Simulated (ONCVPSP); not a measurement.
What one change does to a pseudopotential (Ce, ONCV)

* Element: Ce (Z = 58)
* Generator: ONCVPSP 4.0.1
* Type: optimised norm-conserving Vanderbilt (ONCV)
* Functional: LDA (Perdew-Wang 92)
* Relativity: scalar-relativistic
* Frozen core: [Kr] 4d10
* Valence charge: 12
* Reference configuration: 4f1 5s2 5p6 5d1 6s2
* Partial waves: 5s+6s: rc 2.75 bohr, ncon 4, nbas 7, qcut 4.5 1/bohr, 2 projectors; 5p: rc 2.65 bohr, ncon 4, nbas 9, qcut 6 1/bohr, 1 projector; 5d: rc 2.90 bohr, ncon 4, nbas 7, qcut 2.9 1/bohr, 2 projectors, debl 2.4 Ha; 4f: rc 0.95 bohr, ncon 4, nbas 9, qcut 21 1/bohr, 3 projectors, debl 2 Ha
* Local potential: polynomial inside 0.90 bohr (lpopt 1, dvloc0 1 Ha)
* Core correction: Teter function, fcfact 4.5, rcfact 1.05

Change: reference 4f1 5s2 5p6 5d1 6s1.75 6p0.25; wave 5p: rc 2.65 bohr, ncon 4, nbas 9, qcut 6 1/bohr, 1 projector becomes 5p+6p: rc 2.65 bohr, ncon 4, nbas 9, qcut 6 1/bohr, 2 projectors.

Cutoffs: the cutoffs (Ha) at which the residual kinetic energy of the hardest occupied pseudo-wave falls to 1 and 0.1 mHa per electron; they do not see the model core or the augmentation charge, which bear on the density cutoff. Errors are all-electron minus pseudo energies relative to the spin-unpolarised reference configuration.

**Question.** What does the change do?

**Answer.** The potential gets neither clearly harder nor softer (152 Ha and 172 Ha → 152 Ha and 172 Ha); both files keep a bound ghost (d, p, s); the number of tests with a reliable result goes from 3 to 4; the range in which the p phases agree widens (upper end 0.6 → 4.7).

```csv
quantity,base,changed
"cutoff, loose",152 Ha,152 Ha
"cutoff, tight",172 Ha,172 Ha
loose cutoff by channel,"s 6.2 Ha, p 7.1 Ha, d 9.8 Ha, f 152 Ha","s 6.2 Ha, p 7.1 Ha, d 9.9 Ha, f 152 Ha"
bound ghosts,"s, p, d","s, p, d"
GHOST(+) flags under 300 eV,none,none
"tests counted as reliable (solved cleanly; for ONCVPSP, near-neutral configurations with less than one 5d electron left out)",3 of 4,4 of 4
s: phases at 2.79 bohr within 0.05 rad from the reference energy up to (Ha; the scan ends near 5),2.7,2.7
p: phases at 2.69 bohr within 0.05 rad from the reference energy up to (Ha; the scan ends near 5),0.6,4.7
d: phases at 2.95 bohr within 0.05 rad from the reference energy up to (Ha; the scan ends near 5),4.5,4.5
f: phases at 0.96 bohr within 0.05 rad from the reference energy up to (Ha; the scan ends near 5),to the end of the scan,to the end of the scan
"rms error of d²Exc/dni dnj with the model core, mHa",7.57,6.32
```

 A true bound ghost makes a file unfit for plane-wave use even where its test errors are small: the radial tests pick states by their node count and pass the ghost by.
